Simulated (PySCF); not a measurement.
Vibration and rotation of CaC⁺

UHF-CCSD(T) constants of CaC⁺, ⁴Σ⁻ (quartet), unpaired electrons σ ↑, π ↑↑ (basis Ca 6-311G(d,p), C 6-311G(d,p); no relativity; PySCF 2.14; masses 39.9626 and 12.0000 u):

* ωe: 582.4 cm⁻¹
* ωexe: 3.07 cm⁻¹
* Be: 0.37452 cm⁻¹
* αe: 0.00242 cm⁻¹
* De to Ca⁺ + C: 1.71 eV

Problem. What force constant and bond length do these constants imply?

Solution. Reduced mass μred = 9.2288 u; k = 5.8918×10⁻⁷·μred·ωe² (u, cm⁻¹, mdyn/Å) = 1.84 mdyn/Å; Re = √(16.8576/(μred·Be)) (u, cm⁻¹, Å) = 2.208 Å.

Problem. Estimate the centrifugal constant D from the Kratzer relation and find the Dunham coefficient a1.

Solution. D = 4Be³/ωe² = 6.2e-07 cm⁻¹; a1 = −1 − αeωe/(6Be²) = -2.67.

Correlated steps freeze 6 core orbitals. For an ion De counts to the pair picked by the measured ionisation energies or electron affinities, which need not be the lowest pair at this level. The state is the lowest determinant that a PBE0 search found; another state may lie lower at other levels.
